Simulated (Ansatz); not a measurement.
Reaction (redistribution): `N[SiH2]CBS` + `FC[SiH2]CF` → `FC[SiH2]BS` + `N[SiH2]CCF`

Isolated molecules relaxed with PBE0-D4/def2-TZVP in Ansatz; ΔE leaves out vibrations. CCSD(T)/CBS is the MP2 limit (def2-TZVPP, def2-QZVPP) plus CCSD(T) − MP2 in def2-TZVPP, frozen cores. Functionals use def2-TZVPP. B3LYP here is the variant with VWN-RPA as its local correlation; programs differ in this. One conformer a species, not always the lowest.

`N[SiH2]CBS`:

```xyz
13

N     0.668    0.359    1.648
Si   -0.380    1.124    0.519
C    -0.945   -0.146   -0.754
B     0.292   -0.702   -1.486
S     1.243   -2.114   -0.938
H     1.518   -0.075    1.323
H     0.800    0.774    2.556
H     0.209    2.279   -0.222
H    -1.540    1.633    1.299
H    -1.510   -0.897   -0.194
H    -1.615    0.393   -1.430
H     0.759   -0.167   -2.449
H     0.499   -2.460    0.129
```

`FC[SiH2]CF`:

Cartesian coordinates in Å:
```
F 1.967 -0.591 0.822
C 1.031 -1.183 -0.023
Si -0.661 -0.380 0.245
C -0.541 1.465 -0.158
F -0.164 1.628 -1.490
H 1.012 -2.258 0.187
H 1.370 -1.047 -1.055
H -1.645 -1.040 -0.654
H -1.082 -0.528 1.663
H -1.495 1.980 -0.007
H 0.210 1.954 0.471
```

`FC[SiH2]BS`:

Z-matrix (Å, degrees):
```
C
Si 1 1.899
F 1 1.391 2 110.9
H 1 1.096 2 111.1 3 120.2
H 1 1.096 2 111.1 3 -120.2
B 2 2.012 1 112.1 3 179.9
H 2 1.490 1 108.9 3 -58.8
H 2 1.490 1 108.9 3 58.7
S 6 1.764 2 119.3 1 -0.3
H 6 1.193 2 121.4 1 179.7
H 9 1.347 6 100.7 2 -180.0
```

`N[SiH2]CCF`:

```xyz
13

N    -0.993   -0.553    2.063
Si   -0.239    0.482    0.917
C     0.050   -0.482   -0.667
C     0.750    0.300   -1.744
F     0.959   -0.489   -2.868
H    -0.536   -1.400    2.361
H    -1.519   -0.149    2.820
H     1.077    1.055    1.344
H    -1.168    1.624    0.699
H    -0.919   -0.838   -1.030
H     0.646   -1.368   -0.419
H     1.732    0.653   -1.413
H     0.159    1.164   -2.064
```

| level | ΔE (kJ/mol) | difference from CCSD(T)/CBS |
| --- | --- | --- |
| PBE-D4 | 47.5 | -1.9 |
| r2SCAN-D4 | 51.7 | 2.3 |
| PBE0-D4 | 47.9 | -1.5 |
| B3LYP-D4 | 52.6 | 3.2 |
| ωB97X-V | 49.0 | -0.4 |
| ωB97M-V | 55.8 | 6.4 |
| B2PLYP | 49.9 | 0.5 |
| PBE | 43.9 | -5.5 |
| r2SCAN | 50.8 | 1.4 |
| PBE0 | 44.7 | -4.7 |
| B3LYP | 47.0 | -2.4 |
| HF/def2-TZVPP | 45.0 | -4.4 |
| MP2/def2-TZVPP | 55.3 | 5.9 |
| SCS-MP2/def2-TZVPP | 51.6 | 2.2 |
| CCSD/def2-TZVPP | 47.7 | -1.7 |
| CCSD(T)/def2-TZVPP | 48.3 | -1.1 |
| HF/def2-QZVPP | 45.2 | -4.2 |
| MP2/def2-QZVPP | 56.0 | 6.6 |
| SCS-MP2/def2-QZVPP | 52.2 | 2.8 |
| HF/CBS(def2) | 45.2 | -4.2 |
| MP2/CBS(def2) | 56.4 | 7.0 |
| CCSD/CBS(def2) | 48.8 | -0.6 |
| CCSD(T)/CBS | 49.4 | 0 |

Largest T1 diagnostic among the species: 0.014.

The D4 term adds +5.6 kJ/mol with B3LYP and +3.1 kJ/mol with PBE0; it sums over pairs of atoms, weighted by their polarisabilities, and B3LYP, whose exchange is more repulsive, gets the larger term. In def2-TZVPP, CCSD(T) changes the Hartree–Fock value by +3.3 kJ/mol (the triples alone add +0.6 kJ/mol) and MP2 by +10.3 kJ/mol.
